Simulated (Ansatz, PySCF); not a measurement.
C₅H₈Si, SMILES C#CC(=C)[SiH2]C. Atoms are numbered in the order given.

```xyz
14

C      1.0513    -1.0034     2.2242
C      1.0080    -0.5240     1.1075
C      0.8559     0.0209    -0.2037
C      1.8871     0.5714    -0.8787
Si    -0.8900    -0.0571    -0.9402
C     -2.1148     0.7938     0.2061
H      1.1127    -1.4246     3.2095
H      2.8941     0.6222    -0.4520
H      1.7479     0.9862    -1.8810
H     -1.2745    -1.4880    -1.1233
H     -0.8400     0.6067    -2.2767
H     -1.8660     1.8605     0.3212
H     -2.0849     0.3257     1.2028
H     -3.1430     0.7165    -0.1817
```

The structure is a stationary point at B3LYP-D3(BJ)/def2-SVP. The structure was generated by enumeration, and PubChem lists no compound with its InChIKey, so it may never have been made. The values are those of a single conformer.

Two levels are set side by side: PBE-D3(BJ)/def2-SVP (Ansatz, a quantum-chemistry and plane-wave program) and B3LYP-D3(BJ)/def2-SVP (Ansatz). Each level has its own optimised geometry; the coordinates shown are those of the second. Frequencies come from the Hessian of PySCF at each geometry. Differences are taken from unrounded values.

```
quantity                            B3LYP-D3(BJ)
----------------------------------  ------------
mean bond length (Å)                       1.333
bond C1–C2 (Å)                             1.216
bond C2–C3 (Å)                             1.428
bond C3–C4 (Å)                             1.350
bond C3–Si5 (Å)                            1.896
bond Si5–C6 (Å)                            1.881
bond C1–H7 (Å)                             1.073
bond C4–H8 (Å)                             1.095
bond C4–H9 (Å)                             1.094
bond Si5–H10 (Å)                           1.493
bond Si5–H11 (Å)                           1.493
bond C6–H12 (Å)                            1.101
bond C6–H13 (Å)                            1.102
bond C6–H14 (Å)                            1.102
highest harmonic wavenumber (cm⁻¹)          3471
mean harmonic wavenumber (cm⁻¹)             1284
zero-point energy (kcal/mol)               66.10
```

**Question.** What does PBE-D3(BJ) give, and how far is it from B3LYP-D3(BJ)? (An estimate is asked for; the answer gives what the named calculation found.)

**Answer.** 
| quantity | PBE-D3(BJ) | PBE-D3(BJ) minus B3LYP-D3(BJ) |
|---|---|---|
| mean bond length (Å) | 1.341 | 0.008 |
| bond C1–C2 (Å) | 1.228 | 0.012 |
| bond C2–C3 (Å) | 1.425 | -0.003 |
| bond C3–C4 (Å) | 1.360 | 0.010 |
| bond C3–Si5 (Å) | 1.904 | 0.008 |
| bond Si5–C6 (Å) | 1.886 | 0.005 |
| bond C1–H7 (Å) | 1.081 | 0.007 |
| bond C4–H8 (Å) | 1.103 | 0.008 |
| bond C4–H9 (Å) | 1.102 | 0.008 |
| bond Si5–H10 (Å) | 1.506 | 0.013 |
| bond Si5–H11 (Å) | 1.507 | 0.014 |
| bond C6–H12 (Å) | 1.108 | 0.007 |
| bond C6–H13 (Å) | 1.109 | 0.007 |
| bond C6–H14 (Å) | 1.109 | 0.007 |
| highest harmonic wavenumber (cm⁻¹) | 3407 | -64 |
| mean harmonic wavenumber (cm⁻¹) | 1248 | -37 |
| zero-point energy (kcal/mol) | 64.20 | -1.90 |

Exact exchange shortens and stiffens bonds; PBE has none. Differences between two approximate levels are no errors against the true value.
